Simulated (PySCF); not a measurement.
C2H5FN2Si, SMILES N[Si@@H]1C=N[C@@H]1F. Geometry: PBE0-D3(BJ)/def2-SVP. The structure was generated by enumeration; whether it is a known compound was not checked. Other conformers were not sampled.

Computed equilibrium geometry at PBE0-D3(BJ)/def2-SVP (PySCF confirms it by a frequency run) as a Z-matrix (one conformer of several):
```
Si
N 1 1.7090
H 2 1.0110 1 122.95
H 2 1.0124 3 113.00 1 168.09
H 1 1.4955 2 106.03 3 -5.87
C 1 1.8962 5 118.63 2 138.66
N 6 1.2880 1 96.88 5 116.12
H 6 1.1005 7 120.29 1 179.51
C 7 1.4702 6 104.21 8 177.68
F 9 1.3704 7 110.70 6 119.27
H 9 1.1048 10 107.86 7 -120.28
```
